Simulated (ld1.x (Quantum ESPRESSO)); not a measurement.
Before and after: TM potential for Ru

- Element: ruthenium
- Generator: ld1.x (Quantum ESPRESSO) 7.5
- Type: norm-conserving Troullier–Martins (Kleinman–Bylander form)
- Functional: PBE
- Relativity: scalar-relativistic
- Frozen core: [Ar] 3d10 4s2
- Valence charge: 14
- Reference configuration: 4p6 4d7.5 5s0.5 5p0
- Partial waves: 5s (bound): rc 2.85 bohr; 4d (bound): rc 2.00 bohr; 4f channel at 0.25 Ry: rc 2.50 bohr; 4p (bound): rc 1.75 bohr
- Local potential: the p channel
- Core correction: a·sin(br)/r model core inside 1.45 bohr

Change: wave 4p (bound): rc 1.75 bohr becomes 4p (bound): rc 1.24 bohr.

Cutoffs: the cutoffs (Ry, on a coarse ladder) from which the occupation-weighted sum of valence levels, in a spherical-Bessel basis at the reference potential, stays within 10 and 1 mRy of its value at 400 Ry; they do not see the model core or the augmentation charge, which bear on the density cutoff. Errors are all-electron minus pseudo energies relative to the spin-unpolarised reference configuration.

Task: Predict the effect on cutoff, ghosts and configuration errors.

Result: The potential gets harder (45 Ry and 60 Ry → 100 Ry and 140 Ry); both files keep a bound ghost (s); of the 7 tests that both files solve, the error grows in 6 and shrinks in 1 by more than 15 % and 0.3 meV (median size 3.5 → 4.2 meV); the range in which the p phases agree widens (upper end -0.1 → 4.1); the range in which the d phases agree widens (upper end 1.5 → at the end of the scan). A smaller radius makes the pseudo-wave follow the all-electron one further in, where it bends more sharply, so more plane waves are needed.

```csv
quantity,base,changed
"cutoff, loose",45 Ry,100 Ry
"cutoff, tight",60 Ry,140 Ry
loose cutoff by channel (10 mRy a level),"s 8 Ry, d 40 Ry, p 25 Ry","s 6 Ry, d 40 Ry, p 60 Ry"
bound ghosts,s,s
"error for 4p6 4d7 5s1 5p0, meV [ΔE 0.32 eV]",-2.9,-4.6
"error for 4p6 4d7 5s0 5p0, meV [ΔE 7.61 eV]",-0.9,-1.5
"error for 4p6 4d6 5s0 5p0, meV [ΔE 25.80 eV]",+8.3,-1.8
"error for 4p6 4d6 5s1 5p0, meV [ΔE 10.43 eV]",-12,-39
"error for 4p6 4d4 5s0 5p0, meV [ΔE 100.93 eV]",+43,-52
"error for 4p6 4d8 5s0 5p0, meV [ΔE -0.02 eV]",-3.5,-4.2
"error for 4p6 4d7 5s0.5 5p0, meV [ΔE 3.18 eV]",+0.5,-1.0
s: phases at 3.11 bohr within 0.05 rad from the reference energy up to (Ry; the scan ends near 5),n/a,n/a
p: phases at 3.11 bohr within 0.05 rad from the reference energy up to (Ry; the scan ends near 5),-0.1,4.1
d: phases at 3.11 bohr within 0.05 rad from the reference energy up to (Ry; the scan ends near 5),1.5,to the end of the scan
f: phases at 3.11 bohr within 0.05 rad from the reference energy up to (Ry; the scan ends near 5),3.4,3.4
```

Base: These tests converged, but a pseudo level misses the all-electron one widely, so the file describes the atom poorly there or has found another state: 4p6 4d4 5s0 5p0: empty 5s by 8.7 eV (a node warning on the way). A true bound ghost makes a file unfit for plane-wave use even where its test errors are small: the radial tests pick states by their node count and pass the ghost by.
